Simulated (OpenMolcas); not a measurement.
An atom or ion with 80 electrons was computed by SS-CASPT2, IPEA 0.25 Eh, imaginary shift 0.1 Eh with spin-orbit coupling (OpenMolcas, ANO-RCC-VQZP, DKH2). The lowest levels that the run gave, each within 12 % of the measured value where one is at hand:

| J | Parity | E (cm⁻¹) | g |
| --- | --- | --- | --- |
| 0 | even | 0.0 |  |
| 0 | odd | 62220 |  |
| 1 | odd | 65720 | 1.475 |
| 2 | odd | 76950 | 1.501 |
| 1 | odd | 92660 | 1.026 |
| 0 | even | 146730 |  |
| 1 | even | 156710 | 1.501 |
| 2 | even | 157490 | 1.188 |
| 2 | even | 171140 | 1.313 |
| 0 | even | 183940 |  |

Problem. Which ion is it, and what are the configurations and terms?

Solution. Pb2+ (Z = 82, charge +2; active space 2 electrons in 4 orbitals (6s 6p)). J, parity and g give the terms where levels are pure, and mixed ones are named by the computed weights; the size of the splittings, set against known spectra of the 80-electron sequence, gives the charge. In order, with the measured energies in cm⁻¹ (Moore, Atomic Energy Levels, vol. III, NSRDS-NBS 35 (1971 reprint of NBS Circular 467, 1958)): 6s² ¹S₀, 6s 6p ³P°₀ (60397), 6s 6p ³P°₁ (64391), 6s 6p ³P°₂, 6s 6p ¹P°₁ (95340), 6p² ³P₀ (142551), 6p² ³P₁ (155432), 6p² ¹D₂ [62 %] (178432), 6p² ³P₂ [62 %] (164818), 6p² ¹S₀ (188615).

Term energies are means over components that CASPT2 splits; among the terms shown or strongly mixed into the levels shown the widest spread is 930 cm-1 (6p² ¹D). Over all roots computed the reference weight is 0.86 to 0.93; the roots of lowest weight are the least certain, and an intruder state may touch them. Some levels mix across a computed gap that differs much from the measured one, so their mixing is not that of the real levels. The ¹D term of p² mixes with s d, which this space lacks. Spin-orbit splittings of 6p shells tend to come out small when the coupling is added on scalar orbitals. Measured partners are found by configuration, term and J. A level has none where our copy of the source lacks it or the pairing is in doubt (some pairs that miss far off the trend of their configuration count as doubtful), and it then counts in no deviation. Only configurations of the active space appear.

A share in square brackets marks a mixed level and gives the weight of the term that names it. ° marks odd parity.
